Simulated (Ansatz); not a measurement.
Start from `CCS` and change one atom or group to get `C[CH2][GeH]`.

Ansatz, PBE0-D4/def2-TZVP geometries, multiplicity 1. Each molecule was computed in one conformer, which needn't be the lowest.

Scalar relativity is left out up to krypton.

```tsv
property	`CCS`
zero-point energy (PBE0-D4/def2-TZVP) / kJ/mol	196.8
HOMO–LUMO gap (PBE0/def2-TZVPP) / eV	7.27
HOMO–LUMO gap (ωB97M-V/def2-TZVPP) / eV	11.22
LUMO energy (ωB97M-V/def2-TZVPP) / eV	2.22
ideal-gas entropy at 298 K and 1 bar (rigid rotor, harmonic PBE0-D4/def2-TZVP) / J/(mol·K)	284
size of the dipole moment (ωB97M-V/def2-TZVPP) / D	1.60
```

Task: What does the change do to each property? (An estimate is asked.)

Result: Computed: 
```csv
property,`C[CH2][GeH]`,shift
zero-point energy (PBE0-D4/def2-TZVP) / kJ/mol,184.1,-12.7
HOMO–LUMO gap (PBE0/def2-TZVPP) / eV,3.75,-3.52
HOMO–LUMO gap (ωB97M-V/def2-TZVPP) / eV,7.84,-3.38
LUMO energy (ωB97M-V/def2-TZVPP) / eV,-0.55,-2.77
"ideal-gas entropy at 298 K and 1 bar (rigid rotor, harmonic PBE0-D4/def2-TZVP) / J/(mol·K)",306,22
size of the dipole moment (ωB97M-V/def2-TZVPP) / D,0.79,-0.81
```

With PBE0 the HOMO rises by 0.49 eV and the LUMO falls by 3.04 eV, so the gap narrows by about 3.53 eV. PBE moves the HOMO by 0.27 eV and ωB97M-V by 0.61 eV. Dipoles are sizes alone; their direction can turn.
